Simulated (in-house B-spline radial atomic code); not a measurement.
Radial electron density of Fe⁶⁺, [Ar] 3d2. Computed with a radial B-spline atomic code at the basis-set limit: non-relativistic r2SCAN, spin-polarised, spherical fractional occupations, point nucleus.

Columns: r (bohr), 4πr²n(r) (electrons per bohr), bar.

```
 0.00262   0.8973 #
 0.00312     1.24 ##
 0.00371      1.7 ##
 0.00442    2.326 ###
 0.00527    3.164 ####
 0.00627    4.252 #####
 0.00747     5.67 #######
  0.0089    7.474 #########
  0.0106    9.707 ############
  0.0126    12.37 ################
   0.015    15.48 ####################
  0.0179    18.99 ########################
  0.0213    22.58 #############################
  0.0254    26.04 #################################
  0.0303    28.92 #####################################
  0.0361    30.74 #######################################
  0.0429    31.19 ########################################
  0.0511     30.2 ######################################
  0.0609    28.12 ####################################
  0.0726    25.83 #################################
  0.0864    24.52 ###############################
   0.103    25.17 ################################
   0.123    28.04 ####################################
   0.146    31.85 ########################################
   0.174    34.67 ############################################
   0.207    34.23 ###########################################
   0.247    29.62 ######################################
   0.294    22.39 ############################
    0.35    15.58 ####################
   0.417    12.05 ###############
   0.497    12.38 ################
   0.592    14.35 ##################
   0.705     14.9 ###################
   0.839    12.65 ################
       1    8.533 ###########
    1.19    4.522 ######
    1.42    1.812 ##
    1.69   0.5515 #
    2.01   0.1239 
     2.4  0.01918 
    2.86 0.002086
```

On this grid the curve has 3 maxima, near 0.0429, 0.174, 0.705 bohr.

The 3p up radial function P(r) = rR(r), positive near the nucleus:

```tsv
r (bohr)	P
0.00262	0.001398
0.00371	0.002763
0.00527	0.005464
0.00747	0.01067
0.0106	0.02063
0.015	0.03902
0.0213	0.07252
0.0303	0.1306
0.0429	0.2226
0.0609	0.3554
0.0864	0.5136
0.123	0.639
0.174	0.6119
0.247	0.2999
0.35	-0.3045
0.497	-0.9586
0.705	-1.226
1	-0.9343
1.42	-0.4179
2.01	-0.09685
2.86	-0.008826
```
